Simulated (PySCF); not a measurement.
## How methods differ on the ionisation energy of Mo²⁰⁺

Mo²⁰⁺ [Ar] 3d4 (5D) → Mo²¹⁺ [Ar] 3d3 (4F), as a difference of total energies. All numbers are calculated (PySCF 2.14, the non-relativistic Hamiltonian (point nucleus), in an even-tempered Gaussian basis (17 s from 2.1 bohr⁻², ratio 2.5; 11 p from 2.7 bohr⁻², ratio 2.5; 8 d from 2.7 bohr⁻², ratio 2.5; 4 f from 11 bohr⁻², ratio 2.7; 3 g from 16 bohr⁻², ratio 2.7)). Correlated levels: outer shells: [Ne] frozen; virtual orbitals above 40 to 60 times the deepest correlated orbital energy dropped. The calculations carry no spin-orbit coupling.

```json
{"method": "UHF", "ionisation energy (eV)": "892.68"}
{"method": "LDA", "ionisation energy (eV)": "893.50"}
{"method": "PBE", "ionisation energy (eV)": "892.71"}
{"method": "PBE0", "ionisation energy (eV)": "893.15"}
{"method": "r2SCAN", "ionisation energy (eV)": "892.61"}
{"method": "BLYP", "ionisation energy (eV)": "892.46"}
{"method": "r2SCAN0", "ionisation energy (eV)": "893.06"}
{"method": "MP2 (outer shells)", "ionisation energy (eV)": "893.38"}
{"method": "SCS-MP2 (outer shells)", "ionisation energy (eV)": "892.92"}
```

Question: How much does correlation contribute at MP2 (outer shells)?

Answer: 893.38 − (892.68) = 0.70 eV, measured against UHF.

A first-order spin-orbit estimate (lowest level to lowest level, LS coupling) adds -0.928 eV.

All relativistic terms are absent from these numbers, so their closeness to the reference says little about the methods.

For comparison: 890 ± 4 eV (theoretical estimate listed by NIST; NIST Atomic Spectra Database, ionization energies).
